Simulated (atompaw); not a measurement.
**Pseudopotential generation for silver: PAW (atompaw), LDA (PW92), scalar-relativistic.**

```json
{
 "Element": "silver",
 "Generator": "atompaw 4.2.0.5",
 "Type": "PAW",
 "Functional": "LDA (PW92)",
 "Relativity": "scalar-relativistic",
 "Frozen core": "[Ar] 3d10 4s2",
 "Valence charge": "17",
 "Reference configuration": "4p6 4d9 5s2 5p0",
 "Partial waves": "5s (bound): rc 2.15 bohr; 5s channel at 0.75 Ry: rc 2.15 bohr; 4p (bound): rc 1.35 bohr; 5p (bound, empty): rc 0.35 bohr; 4d (bound): rc 2.15 bohr; 4d channel at 0.9 Ry: rc 2.15 bohr",
 "Local potential": "bessel scheme, radius 2.15 bohr",
 "Core correction": "smooth core density matched at 1.90 bohr",
 "Augmentation charge": "sinc compensation charge, radius 1.95 bohr; PAW radius 2.15 bohr; waves and projectors: custom rrkj vanderbiltortho"
}
```

Poles of the logarithmic derivatives, all-electron (AE) and pseudo (PS). s: poles at 3.9 (AE) and 3.5, 4.9 (PS) Ry. p: poles at -4.5 (AE) and -4.5 (PS) Ry. d: poles at -0.3 (AE) and -0.3 (PS) Ry. Test radius 2.16 bohr.

- Cutoffs needed: 45 Ry and 80 Ry (the cutoffs (Ry, on a coarse ladder) from which the occupation-weighted sum of valence levels, in a spherical-Bessel basis at the reference potential, stays within 10 and 1 mRy of its value at 400 Ry) The cutoffs count occupied waves only; the empty 5p level needs 200 Ry at the loose tolerance.
- Ghost test: no extra level below or beside the all-electron valence levels (s, p, d, f tested) (spherical-Bessel basis up to 400 Ry, 20 bohr box)
- Lowest eigenvalue of the overlap operator: 0.12 (d channel)
- Overlap eigenvalues printed by atompaw (projector basis): 0.0381, 0.522, 0.625, 20, 61.7, 638
- Share of each valence orbital outside the PAW sphere: 5s 75 %, 4p 1 %, 5p 93 %, 4d 10 %
